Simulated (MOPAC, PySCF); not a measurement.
C3H9Al, SMILES `[CH3][Al]([CH3])[CH3]`, neutral singlet in the gas phase. 

Z-matrix (Å, degrees):
```
Al
C 1 1.9570
H 2 1.0932 1 113.69
H 2 1.0956 3 107.73 1 124.21
H 2 1.0968 3 107.13 4 113.28
C 1 1.9570 2 120.24 3 -6.75
H 6 1.0935 1 113.44 2 -162.89
H 6 1.0948 7 107.96 1 -125.06
H 6 1.0974 7 106.70 8 -113.40
C 1 1.9571 2 120.00 3 173.32
H 10 1.0932 1 113.70 2 -9.70
H 10 1.0955 11 107.75 1 124.31
H 10 1.0969 11 107.08 12 113.27
```
Charge 0, spin multiplicity 1.

All levels are single points at this geometry (r2SCAN-D4/def2-TZVP); Pople sets use spherical d functions. Orbital energies aren't observables, and empty levels follow the basis.

BP86/6-31G* in PySCF gives gap (eV) = 5.09.

Question: Estimate the gap (eV) from each of these levels: PBE-D3(BJ)/def2-TZVP in PySCF; r2SCAN-D4/def2-TZVP in PySCF; B3LYP/3-21G in PySCF; B3LYP/6-311+G** in PySCF; M06-2X/6-31G* in PySCF; PBE/6-31G* in PySCF; HF/3-21G in PySCF; HF/6-31G* in PySCF; HF/STO-3G in PySCF; AM1 in MOPAC; PM3 in MOPAC; PM6 in MOPAC.

Answer: 
```tsv
level	gap (eV)
PBE-D3(BJ)/def2-TZVP in PySCF	5.14
r2SCAN-D4/def2-TZVP in PySCF	5.77
B3LYP/3-21G in PySCF	6.70
B3LYP/6-311+G** in PySCF	6.72
M06-2X/6-31G* in PySCF	8.74
PBE/6-31G* in PySCF	5.02
HF/3-21G in PySCF	13.00
HF/6-31G* in PySCF	12.94
HF/STO-3G in PySCF	17.71
AM1 in MOPAC	9.74
PM3 in MOPAC	8.70
PM6 in MOPAC	12.60
```
